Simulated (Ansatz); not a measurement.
Other settings, tried on PAsAsAs tetrahedron (As₃P).

```yaml
crystal:
  periodic: [false, false, false]
  atoms:
    - {symbol: P, position_ang: [-1.114939, -0.047055, 0.847507]}
    - {symbol: As, position_ang: [1.204003, -0.337194, 0.792847]}
    - {symbol: As, position_ang: [0.109024, 1.369099, -0.552805]}
    - {symbol: As, position_ang: [-0.198098, -0.984841, -1.087540]}
basis:
  gaussian: {orbitals: cc-pVTZ-DK, fitting: {mean_field: def2-universal-jkfit}, point_charges: [{charge: 0.50, position_ang: [4.801, -0.012, -0.173]}]}
magnetization: {spin_polarized: true, initial_magnetization: 2}
hamiltonian: {xc: {name: B3LYP}}
scf: {omitted_lower_state_checks: [starts]}
output: {forces: true}
```

```sh
$ ansatz run in.yaml --threads 4 --pin off --events-out ev --progress --plain --max-ram 3916MiB
```

Shortened log:

```
Functional definition: B3LYP
926 factors; integrals over basis functions are off by at most 2.3e-1 eV
mean field evaluation 1: about -193870.0544 eV, gradient 1.7e1 eV
mean field evaluation 2: about -193856.3461 eV, gradient 4.6e1 eV
mean field evaluation 4: about -193871.7673 eV, gradient 3.3e0 eV
mean field evaluation 8: about -193871.8766 eV, gradient 5.2e-1 eV
mean field evaluation 16: about -193871.8797 eV, gradient 2.1e-2 eV
mean field evaluation 32: about -193871.9578 eV, gradient 1.8e-2 eV
mean field -193871.95776860 eV, -7124.6630368633 hartree, gradient 8.6e-6 eV, S^2 2.006060; 0 other end points of the search recorded, 0 dependent functions left out
reference -193871.95797669 eV, -7124.6630445106 hartree; 58, 56 occupied and 105, 107 virtual orbitals, 926 factors
Total energy: -193871.95797669 eV, -7124.6630445106 hartree
Relativity: scalar
Atom 0 at    -1.114939    -0.047055     0.847507 Å, force     0.048988     0.688671     0.569406 eV/Å
Atom 1 at     1.204003    -0.337194     0.792847 Å, force     2.152522    -3.942140     2.756957 eV/Å
Atom 2 at     0.109024     1.369099    -0.552805 Å, force    -2.769766     3.515292    -2.784136 eV/Å
Atom 3 at    -0.198098    -0.984841    -1.087540 Å, force     0.625716    -0.250484    -0.566295 eV/Å
Dipole moment:    -0.302588    -0.023122    -0.113424 e Å
Checks for a lower state left out: starts
```

Hardware: 4 threads of Arm Neoverse V2 on a shared host. Wall time 21 s, peak host memory 0.84 GiB.

DK, ANO-RCC and x2c sets are all-electron and run with scalar relativity unless a key says otherwise. B3LYP takes the VWN-RPA correlation.
